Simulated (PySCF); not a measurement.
Computed with TPSSh-D3(BJ)/def2-TZVP // PBE-D3(BJ)/def2-SVP run with PySCF 2.14.0. All species are isolated molecules in the gas phase. 

Reference species: [Pt(CO)] (neutral, multiplicity 1).

| Item | Value |
|---|---|
| mean C–O bond length of the carbonyls | 1.165 Å |
| mean distance from the central atom to its bonded neighbours | 1.766 Å |
| dipole moment | 2.66 D |

Changed species: [Pd(CO)] (M = Pd, multiplicity 1; the reference has M = Pt, multiplicity 1).

Problem. Predict the effect on the mean C–O bond length of the carbonyls, mean distance from the central atom to its bonded neighbours and dipole moment.

Solution. the mean C–O bond length of the carbonyls falls by 0.004 Å, to 1.161 Å; the mean distance from the central atom to its bonded neighbours rises by 0.059 Å, to 1.825 Å; the dipole moment goes up by 0.35 D, to 3.01 D.
